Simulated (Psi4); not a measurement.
O$_{4}$Os, triplet (typed; the unrestricted solution is spin-contaminated), at a GFN2-xTB geometry (such geometries of metal compounds can be far from the true shape) (the multiplicity is a formal guess) (core potentials on Os); HF/def2-SVP (Psi4).

Input for Psi4:
```
memory 2 GB

molecule mol {
0 3
  Os   -0.000000   -0.000000   -0.000000
  O     1.255627    0.854038   -0.685662
  O     0.906933   -1.043438    0.929958
  O    -1.138647   -1.092528   -0.534769
  O    -1.023913    1.281929    0.290473
}

set basis def2-svp
set reference uhf
set scf_type dfdirj+link

energy('scf')
print_variables()
```

**Question.** Write the output that Psi4 gives for this input, abridged.

**Answer.** 
```
   => Loading Basis Set <=

    Name: DEF2-SVP
    Role: ORBITAL
    Keyword: BASIS

    !!!  WARNING: ECP capability is in beta. Please check occupations closely.  !!!

         ---------------------------------------------------------
                                   SCF
               by Justin Turney, Rob Parrish, Andy Simmonett
                          and Daniel G. A. Smith
                              UHF Reference
         ---------------------------------------------------------

  ==> Geometry <==

    Molecular point group: c1
    Full point group: C1

    Geometry (in Angstrom), charge = 0, multiplicity = 3:

       Center              X                  Y                   Z               Mass
    ------------   -----------------  -----------------  -----------------  -----------------
         OS          -0.000000000000    -0.000000062495     0.000000000000   191.961477000000
         O            1.255627000000     0.854037937505    -0.685662000000    15.994914619570
         O            0.906933000000    -1.043438062495     0.929958000000    15.994914619570
         O           -1.138647000000    -1.092528062495    -0.534769000000    15.994914619570
         O           -1.023913000000     1.281928937505     0.290473000000    15.994914619570

  Running in c1 symmetry.

  Rotational constants: A =      0.16644  B =      0.16644  C =      0.11042 [cm^-1]
  Rotational constants: A =   4989.74635  B =   4989.74510  C =   3310.43402 [MHz]
  Nuclear repulsion =  238.371540626567395

  Charge       = 0
  Multiplicity = 3
  Electrons    = 48
  Nalpha       = 25
  Nbeta        = 23

  ==> Algorithm <==

  SCF Algorithm Type is DFDIRJ+LINK.
  DIIS enabled.
  MOM disabled.
  Fractional occupation disabled.
  Guess Type is SAD.
  Energy threshold   = 1.00e-06
  Density threshold  = 1.00e-06
  Integral threshold = 1.00e-12

  ==> Primary Basis <==

  Basis Set: DEF2-SVP
    Blend: DEF2-SVP
    Number of shells: 36
    Number of basis functions: 88
    Number of Cartesian functions: 97
    Spherical Harmonics?: true
    Max angular momentum: 3

  Core potential: DEF2-SVP
    Number of shells: 4
    Number of ECP primitives: 10
    Number of ECP core electrons: 60
    Max angular momentum: 3

   => Loading Basis Set <=

    Name: (DEF2-SVP AUX)
    Role: JKFIT
    Keyword: DF_BASIS_SCF

  ==> Integral Setup <==

  ==> CompositeJK: Mix-and-Match J+K Algorithm Combos <==

    J tasked:                  Yes
    J algorithm:           DF-DirJ
    K tasked:                  Yes
    K algorithm:              LinK
    wK tasked:                  No
    Integrals threads:           1
    Incremental Fock:           No
    Screening Type:           CSAM

  ==> DF-DirJ: Integral-Direct Density-Fitted J <==

    J Screening Cutoff:      1E-12

  ==> LinK: Linear Exchange K <==

    K Screening Cutoff:      1E-12

  Minimum eigenvalue in the overlap matrix is 5.4547537589E-03.
  Reciprocal condition number of the overlap matrix is 1.2550826972E-03.
    Using symmetric orthogonalization.

  ==> Pre-Iterations <==

  SCF Guess: Superposition of Atomic Densities via on-the-fly atomic UHF (no occupation information).

 WARNING: Atomic UHF is not converging! Try casting from a smaller basis or call Rob at CCMST.
   -------------------------
    Irrep   Nso     Nmo
   -------------------------
     A         88      88
   -------------------------
    Total      88      88
   -------------------------

  ==> Iterations <==

                        Total Energy        Delta E     RMS |[F,P]|

   @UHF iter SAD:  -387.24451733092599   -3.87245e+02   0.00000e+00
   @UHF iter   1:  -387.95815472862341   -7.13637e-01   1.56475e-02 DIIS/ADIIS
   @UHF iter   2:  -387.39403125728944    5.64123e-01   2.17700e-02 DIIS/ADIIS
   @UHF iter   3:  -388.70832993961949   -1.31430e+00   1.43576e-03 DIIS/ADIIS
   @UHF iter   4:  -388.71732374893770   -8.99381e-03   1.34898e-03 DIIS/ADIIS
[...]
   @UHF iter  15:  -388.77959528039969   -4.06013e-05   3.08402e-04 DIIS/ADIIS
   @UHF iter  16:  -388.78056479041140   -9.69510e-04   1.82184e-04 DIIS/ADIIS
   @UHF iter  17:  -388.78065883222860   -9.40418e-05   1.36209e-04 DIIS/ADIIS
   @UHF iter  18:  -388.78106142706508   -4.02595e-04   1.04521e-04 DIIS/ADIIS
   @UHF iter  19:  -388.78137752635115   -3.16099e-04   6.44873e-05 DIIS
   @UHF iter  20:  -388.78152464597355   -1.47120e-04   4.47294e-05 DIIS
   @UHF iter  21:  -388.78162318730949   -9.85413e-05   4.73287e-05 DIIS
   @UHF iter  22:  -388.78170017812403   -7.69908e-05   2.38000e-05 DIIS
   @UHF iter  23:  -388.78172193387724   -2.17558e-05   1.76512e-05 DIIS
   @UHF iter  24:  -388.78173615612030   -1.42222e-05   1.71685e-05 DIIS
   @UHF iter  25:  -388.78174630307348   -1.01470e-05   1.24190e-05 DIIS
   @UHF iter  26:  -388.78175496037898   -8.65731e-06   1.40502e-05 DIIS
   @UHF iter  27:  -388.78176285063063   -7.89025e-06   1.21743e-05 DIIS
   @UHF iter  28:  -388.78177548398730   -1.26334e-05   1.06465e-05 DIIS
   @UHF iter  29:  -388.78179371234864   -1.82284e-05   9.20073e-06 DIIS
   @UHF iter  30:  -388.78180995155435   -1.62392e-05   7.94268e-06 DIIS
   @UHF iter  31:  -388.78182350013515   -1.35486e-05   6.54982e-06 DIIS
   @UHF iter  32:  -388.78183240546355   -8.90533e-06   4.99151e-06 DIIS
   @UHF iter  33:  -388.78183885271648   -6.44725e-06   4.58842e-06 DIIS
   @UHF iter  34:  -388.78183989621527   -1.04350e-06   2.30777e-06 DIIS
   @UHF iter  35:  -388.78184047319894   -5.76984e-07   1.58032e-06 DIIS
   @UHF iter  36:  -388.78184063760568   -1.64407e-07   1.25987e-06 DIIS
   @UHF iter  37:  -388.78184068646402   -4.88583e-08   9.28602e-07 DIIS
  Energy and wave function converged.

  ==> Post-Iterations <==

   @Spin Contamination Metric:   3.669312003E-01
   @S^2 Expected:                2.000000000E+00
   @S^2 Observed:                2.366931200E+00
   @S   Expected:                1.000000000E+00
   @S   Observed:                1.000000000E+00

    Orbital Energies [Eh]
    ---------------------

    Alpha Occupied:

[...]
      25A     -0.451060

    Alpha Virtual:

[...]
    Beta Occupied:

[...]
    Beta Virtual:

[...]
    Final Occupation by Irrep:
              A
    DOCC [    23 ]
    SOCC [     2 ]
    NA   [    25 ]
    NB   [    23 ]

  @UHF Final Energy:  -388.78184068646402

   => Energetics <=

    Nuclear Repulsion Energy =            238.3715406265673948
    One-Electron Energy =               -1039.5415822501622642
    Two-Electron Energy =                 412.3882009371308754
    Total Energy =                       -388.7818406864640224

  UHF NO Occupations:
  HONO-2 :   23  A 1.8318548
  HONO-1 :   24  A 1.0000000
  HONO-0 :   25  A 1.0000000
  LUNO+0 :   26  A 0.1681452
  LUNO+1 :   27  A 0.0131438
  LUNO+2 :   28  A 0.0056184
  LUNO+3 :   29  A 0.0044192

Computation Completed

Properties will be evaluated at   0.000000,   0.000000,   0.000000 [a0]

Properties computed using the SCF density matrix

 Multipole Moments:

 ------------------------------------------------------------------------------------
     Multipole            Electronic (a.u.)      Nuclear  (a.u.)        Total (a.u.)
 ------------------------------------------------------------------------------------

 L = 1.  Multiply by 2.5417464519 to convert [e a0] to [Debye]
 Dipole X            :          0.0897151            0.0000000            0.0897151
 Dipole Y            :          0.8268298            0.0000094            0.8268392
 Dipole Z            :         -0.1526599           -0.0000000           -0.1526599
 Magnitude           :                                                    0.8455867

 ------------------------------------------------------------------------------------

  Variable Map:
  ----------------------------------------------------------------------------
[...]
  Array Variable Map:
  ----------------------------------------------------------------------------
[...]
[...]
```
